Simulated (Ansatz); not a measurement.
TeC2N2⁺, that is Te(CN)2 with one electron fewer. Charge 1, multiplicity 2. Geometry B3LYP-D4/def2-SVP, that of the neutral singlet; atoms count from 1.

```
atom   x (Å)   y (Å)   z (Å)
 Te1   0.945  -0.031   1.058
  C2  -0.650  -1.246   0.557
  N3  -1.528  -1.976   0.343
  C4   0.663   1.245  -0.543
  N5   0.571   2.007  -1.416
```

In the def2 sets Te takes a core potential; there is no spin–orbit coupling.

**Question.** Estimate the Mulliken populations from the PBE0/def2-TZVP orbitals of Ansatz.

**Answer.** 
| atom | charge (e) | spin (α − β) |
| --- | --- | --- |
| Te1 | 1.13 | 0.85 |
| C2 | -0.18 | -0.12 |
| N3 | 0.12 | 0.19 |
| C4 | -0.18 | -0.12 |
| N5 | 0.12 | 0.19 |
Mulliken values depend strongly on the basis.

**Question.** Where does the spin sit?

**Answer.** Summed by element: Te 0.85, C -0.24, N 0.39, of 1 unpaired in all. Largest on single atoms: Te1 0.85, N3 0.19, N5 0.19.

**Question.** And the Mayer bond orders between heavy atoms (over 0.3)?

**Answer.** Te1–C2 1.05 (2.07 Å); Te1–C4 1.05 (2.07 Å); C2–N3 2.79 (1.16 Å); C4–N5 2.79 (1.16 Å).
